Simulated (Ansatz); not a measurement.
Reaction (cleavage of the Si–Si bond): `[SiH3]N[SiH2][SiH2]Cl` + `N[SiH3]` → `[SiH3]N[SiH2]Cl` + `[SiH3]N[SiH3]`

Computed with Ansatz on PBE0-D4/def2-TZVP structures; ΔE is electronic, products minus reactants. CCSD(T)/CBS adds triple-zeta CCSD(T) − MP2 to the extrapolated MP2 energy (def2 sets, frozen cores). This one scheme is used for every species. DFT in def2-TZVPP. One conformer a species, not always the lowest.

CCSD(T)/CBS gives -78.5 kJ/mol.

(1) Another level gave -80.2 kJ/mol. Which?
A. CAM-B3LYP-D4/def2-TZVPP
B. BHLYP/def2-TZVPP
C. PBE0-D4/def2-TZVPP
D. r2SCANh-D4/def2-TZVPP

Largest T1 diagnostic among the species: 0.011.

Results:

(1) A. CAM-B3LYP-D4 -80.2, PBE0-D4 -63.4, r2SCANh-D4 -73.2, BHLYP -87.3 kJ/mol.

The D4 term adds +5.8 kJ/mol with B3LYP and +3.6 kJ/mol with PBE0; it sums over pairs of atoms, weighted by their polarisabilities, and B3LYP, whose exchange is more repulsive, gets the larger term. Leaving LDA and LC-ωPBE aside and taking each functional with its dispersion term where it has one, the values, not all of them listed here, spread over 26.1 kJ/mol, from B2PLYP to PBE-D4.

B3LYP here is the variant with VWN-RPA as its local correlation; programs differ in this.
